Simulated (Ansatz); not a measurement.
Relaxation of a periodic cell of 17 atoms, CuSi$_{16}$ (host Si, host structure diamond, interstitial Cu), cell charge +1, to a largest force component of 0.03 eV/Å in at most 60 steps.

Computed with DFT PBE, scalar-relativistic, plane waves, PAW (Ansatz 0.2.0). Settings: PAW set soft_1, cutoff 420 eV, k mesh 2x2x2, fermi-dirac smearing 0.02 eV, no spin polarisation.

```xyz
17
Lattice="0.0000 5.4300 5.4300 5.4300 0.0000 5.4300 5.4300 5.4300 0.0000" Properties=species:S:1:pos:R:3
Si 0.000 0.000 0.000
Si 1.357 1.357 1.357
Si 2.715 2.715 0.000
Si 4.072 4.072 1.357
Si 2.715 0.000 2.715
Si 4.072 1.357 4.072
Si 5.430 2.715 2.715
Si 6.787 4.072 4.072
Si 0.000 2.715 2.715
Si 1.357 4.072 4.072
Si 2.715 5.430 2.715
Si 4.072 6.787 4.072
Si 2.715 2.715 5.430
Si 4.072 4.072 6.787
Si 5.430 5.430 5.430
Si 6.787 6.787 6.787
Cu 6.102 3.449 6.085
```

**Question.** Where does it end, and by what steps?

**Answer.** The run converged. The force dipped under the threshold on the way, but the program's further checks kept it going. Limits of this set-up: coarse k mesh, charged cell in a uniform background, uncorrected. After 15 steps the energy has fallen by 0.682 eV; Cu17 moved furthest, 0.61 Å. Joined: Si11–Cu17.

| step | energy less start (eV) | largest force component (eV/Å) | accepted |
| --- | --- | --- | --- |
| 0 | 0.0000 | 2.141 | yes |
| 1 | -0.4884 | 0.900 | yes |
| 2 | -0.6230 | 0.154 | yes |
| 3 | -0.6289 | 0.028 | yes |
| 4 | -0.6289 | 0.028 | yes |
| 5 | -0.6292 | 0.008 | yes |
| 6 | -0.6293 | 0.007 | yes |
| 7 | -0.6301 | 0.049 | yes |
| 8 | -0.6333 | 0.096 | yes |
| 9 | -0.6429 | 0.209 | yes |
| 10 | -0.6604 | 0.263 | yes |
| 11 | -0.6772 | 0.138 | yes |
| 12 | -0.6762 | 0.149 | no |
| 13 | -0.6813 | 0.041 | yes |
| 14 | -0.6817 | 0.037 | yes |
| 15 | -0.6819 | 0.007 | yes |

```xyz
17
Lattice="0.0000 5.4300 5.4300 5.4300 0.0000 5.4300 5.4300 5.4300 0.0000" Properties=species:S:1:pos:R:3
Si -0.004 0.004 0.024
Si 1.392 1.313 1.360
Si 2.793 2.612 -0.106
Si 4.073 4.006 1.287
Si 2.760 0.082 2.794
Si 4.118 1.418 4.129
Si 5.425 2.741 2.715
Si 6.820 4.079 4.023
Si -0.077 2.665 2.767
Si 1.294 4.023 4.099
Si 2.559 5.296 2.577
Si 3.963 6.614 3.891
Si 2.705 2.741 5.453
Si 4.016 4.110 6.819
Si 5.349 5.488 5.374
Si 6.723 6.817 6.733
Cu 6.493 3.740 6.447
```

Whether the end is a true minimum wasn't checked by a vibrational analysis.

Time of the run: 2.2 min on 1 thread of Arm Neoverse V1, with other jobs on the host, peak memory 0.57 GiB.
